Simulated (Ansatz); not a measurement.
The cluster Si6W⁺, relaxed as a doublet with UKS PBE-D4/def2-SVP in Ansatz, starting from the GFN2-xTB geometry. Force threshold 0.02 eV/Å.

In the def2 sets W takes a core potential; there is no spin–orbit coupling. Another isomer (doublet) lies 1.70 eV lower at PBE0-D4/def2-TZVP; other spin states weren't run for this one.

Start:

```xyz
7

W     0.775   -1.336   -0.988
Si    1.564    0.863   -1.644
Si    2.189   -1.814    0.912
Si   -1.539    2.257    1.240
Si    0.270    1.977   -0.147
Si   -1.858    0.041    0.773
Si   -1.402   -1.988   -0.146
```

```tsv
step	energy (eV)	largest force component (eV/Å)	SCF passes
1	-49042.3155	1.325	56
2	-49043.1650	1.247	40
3	-49043.4711	1.158	37
4	-49043.7088	0.355	41
5	-49043.9051	0.368	43
6	-49044.0060	0.604	44
7	-49044.0991	0.377	41
8	-49044.2124	0.298	41
9	-49044.2637	0.376	51
10	-49044.3083	0.222	48
11	-49044.4440	0.637	40
12	-49044.7269	0.486	38
13	-49044.9455	0.420	41
14	-49045.0286	0.243	36
15	-49045.0467	0.096	35
16 (rejected)	-49045.0437	0.214	36
17	-49045.0511	0.024	32
18	-49045.0513	0.018	30
```

Force components are those of the run's own axes.

End:

Cartesian coordinates in Å:
```
W 0.415 -1.530 -1.393
Si 1.182 0.731 -1.191
Si 1.597 -1.666 0.586
Si -1.808 2.103 1.032
Si 0.432 2.288 0.444
Si -0.764 0.201 0.137
Si -1.055 -2.128 0.385
```

Bonds formed: Si2–Si6, Si5–Si6 (atoms count from 1).

No frequencies were taken in this run, so the end may be a saddle point.

It took 68 s on 4 threads of Arm Neoverse V2 on a shared host.
